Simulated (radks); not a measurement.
Values are calculated unless marked as measured or tabulated.
The cerium ion Ce13+ is in [Kr] 4d(3/2: 4, 5/2: 5). Code: a radial shooting solver on a logarithmic mesh with Libxc functionals. Model: Dirac Kohn-Sham, PBE, spin-unpolarised, spherical densities, finite nucleus; Fermi nuclear charge, rms radius of each element as measured or else 0.836 A^(1/3) + 0.57 fm. Sub-shells are occupied by j as written (lower j first in brackets). One electron is removed from 4d3/2, 4p1/2, 4d5/2, 4p3/2 in turn, with full relaxation. Which removal costs least, and what does each cost?

Answer. 4d5/2 342.63 eV; 4d3/2 346.45 eV; 4p3/2 442.14 eV; 4p1/2 462.52 eV. The 4d5/2 electron leaves first.
